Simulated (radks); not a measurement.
P, configuration [He] 2s2 2p5 3s2 3p4 (not the ground configuration). Calculated with a radial shooting solver on a logarithmic mesh with Libxc functionals: non-relativistic Kohn-Sham, SCAN, spin-polarised, spherical densities, point nucleus; open shells are filled with parallel spins first; meta-GGA in the generalised Kohn-Sham scheme.

Unscreened Slater integrals over Kohn-Sham orbitals (eV). They are taken over the spin-up orbitals.

| integral | value |
|---|---|
| F0(3p,3p) | 12.010 |
| F2(3p,3p) | 6.0064 |
| F0(3p,3s) | 12.886 |
| G1(3p,3s) | 8.4765 |
| F0(3p,2p) | 16.473 |
| F2(3p,2p) | 2.6040 |
| G0(3p,2p) | 1.0028 |
| G2(3p,2p) | 0.99935 |
| F0(3s,3s) | 13.971 |
| F0(3s,2p) | 18.615 |
| G1(3s,2p) | 1.2864 |
| F0(2p,2p) | 53.662 |
| F2(2p,2p) | 24.953 |

Derived for the open shells (J is the average intra-shell exchange parameter used in DFT+U). 2p: J = F2/5 = 4.991 eV. 3p: J = F2/5 = 1.201 eV; in LS coupling 1D lies 6 F2/25 = 1.442 eV above 3P.
